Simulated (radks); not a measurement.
Values are calculated unless marked as measured or tabulated.
Question: These are the eigenvalues of the occupied orbitals of an atom or ion with whole-number occupations (eV). Level of theory: scalar-relativistic Kohn-Sham, OLYP, spin-polarised, spherical densities, point nucleus (a radial shooting solver on a logarithmic mesh with Libxc functionals).

1s up: -32991.82
1s down: -32991.75
2s up: -5109.761
2s down: -5109.724
2p up: -4587.872
2p down: -4587.805
3s up: -1039.721
3s down: -1039.659
3p up: -870.6016
3p down: -870.5286
3d up: -617.6755
3d down: -617.6053
4s up: -190.6164
4s down: -190.5074
4p up: -137.5679
4p down: -137.4661
4d up: -60.2359
4d down: -60.0424
5s up: -26.8513
5s down: -25.1431
5p up: -15.9178
5p down: -14.2092

Which element is it, and in what charge state? The configuration may be excited. Open shells, if any, are filled with parallel spins first.

Answer: Z = 53, iodine, charge +1: I+ in [Kr] 4d10 5s2 5p4. The list shows which subshells hold electrons but not how many an open one holds; the 1s level, -1212.4 hartree, gives Z - s = 49.2 by -(Z - s)^2/2, which with screening and relativity narrows Z to a few neighbours, and the depths of the outer levels then fix element, charge and occupations together.
